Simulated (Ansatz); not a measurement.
H₃Ga, singlet, at a GFN2-xTB geometry (such geometries of metal compounds can be far from the true shape); R2SCAN/6-31G* (Ansatz, a program for electronic structure).

The Ansatz input:
Ansatz 0.2 input:
```yaml
crystal:
  periodic: [false, false, false]
  atoms:
    - {symbol: Ga, position_ang: [0.00000000, -0.00000000, 0.00000000]}
    - {symbol: H, position_ang: [0.66218224, -0.42756453, 1.35383279]}
    - {symbol: H, position_ang: [-0.30059287, 1.51137788, -0.28202977]}
    - {symbol: H, position_ang: [-0.36158937, -1.08381336, -1.07180302]}
basis:
  gaussian:
    orbitals: 6-31G*
hamiltonian:
  xc: r2scan
```

What the program printed (banner, timings and long lists left out):

```
Functional definition: r2SCAN
407 factors; integrals over basis functions are off by at most 3.5e-4 eV
mean field evaluation 1: about -52417.2021 eV, gradient 2.2e1 eV
mean field evaluation 2: about -52417.0136 eV, gradient 3.1e1 eV
mean field evaluation 4: about -52417.8533 eV, gradient 2.9e-1 eV
mean field evaluation 8: about -52417.8488 eV, gradient 1.6e-3 eV
mean field -52417.84883427 eV, -1926.3204145653 hartree, gradient 2.0e-5 eV, S^2 0.000000; 0 other end points of the search recorded, 0 dependent functions left out
reference -52417.84884824 eV, -1926.3204150787 hartree; 17, 17 occupied and 24, 24 virtual orbitals, 407 factors
Total energy: -52417.84884824 eV, -1926.3204150787 hartree
```
